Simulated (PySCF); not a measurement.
**B²⁺ (boron, charge +2) across methods**

[He] 3d1, 2D determinant (an excited configuration). Computed with PySCF 2.14 in dyall-av3z (15s9p3d2f, 71 functions), with the non-relativistic Hamiltonian (point nucleus).

```
 method  E (hartree)  mean ε 1s α (eV)  mean ε 1s β (eV)  mean ε 3d α (eV)  Σ⟨r²⟩ (bohr²)   ⟨S²⟩
    UHF    -22.48364           -250.62           -250.61           -13.535          15.11  0.750
wB97M-V     -22.5534           -232.20           -232.19           -13.510          14.28  0.750
  B3LYP     -22.5558           -228.25           -228.26           -12.415          13.78  0.750
    M06     -22.5858           -229.69           -229.67           -12.468          13.90  0.750
 r2SCAN     -22.5526           -225.05           -225.07           -11.836          14.05  0.750
  HSE06     -22.5248           -228.90           -228.89           -12.086          13.99  0.750
    LDA     -22.2598           -219.97           -219.95           -11.601          14.43  0.750
   PBE0     -22.5210           -229.29           -229.28           -12.445          13.97  0.750
```

Q: Estimate the same row for PBE.

A: E (hartree) = -22.5171; mean ε 1s α (eV) = -221.93; mean ε 1s β (eV) = -221.91; mean ε 3d α (eV) = -11.997; Σ⟨r²⟩ (bohr²) = 13.65; ⟨S²⟩ = 0.750.

The outer electron is Rydberg-like, and this basis confines it to a smaller radius and binds it less than a complete one would.
